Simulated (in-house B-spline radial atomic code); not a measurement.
A radial electron density 4πr²n(r) was computed for an atom or ion in its tabulated ground configuration with a B-spline radial code for spherical atoms; method: non-relativistic OLYP, spin-polarised, spherical fractional occupations. Columns: r (bohr), 4πr²n(r) (electrons per bohr), bar.

```
 0.00292   0.7692 #
 0.00347    1.059 ##
 0.00413    1.455 ##
 0.00491    1.985 ###
 0.00584     2.69 ####
 0.00694    3.612 #####
 0.00825    4.806 #######
 0.00981    6.326 ##########
  0.0117     8.25 ############
  0.0139    10.53 ################
  0.0165    13.17 ####################
  0.0196    16.13 ########################
  0.0233    19.26 #############################
  0.0277     22.3 ##################################
   0.033    24.93 ######################################
  0.0392     26.7 ########################################
  0.0466    27.31 #########################################
  0.0554    26.61 ########################################
  0.0659    24.79 #####################################
  0.0783    22.49 ##################################
  0.0931    20.67 ###############################
   0.111    20.31 ###############################
   0.132    21.93 #################################
   0.157    25.03 ######################################
   0.186    28.05 ##########################################
   0.221    29.22 ############################################
   0.263    27.06 #########################################
   0.313    21.69 #################################
   0.372       15 #######################
   0.442    9.482 ##############
   0.526    6.682 ##########
   0.625    6.249 #########
   0.744     6.38 ##########
   0.884    5.565 ########
    1.05    3.724 ######
    1.25    1.811 ###
    1.49   0.6229 #
    1.77   0.1519 
     2.1  0.02418 
     2.5 0.002138 
    2.97 0.0001045
```

Q: Which atom or ion is it?
A. V10+
B. Fe10+
C. Sc9+
D. V9+

A: D. The area under the curve, ∫4πr²n dr = ∫r·4πr²n d(ln r) on this logarithmic grid, is 14 electrons, which only this option has. The configuration is [Ne] 3s2 3p2.
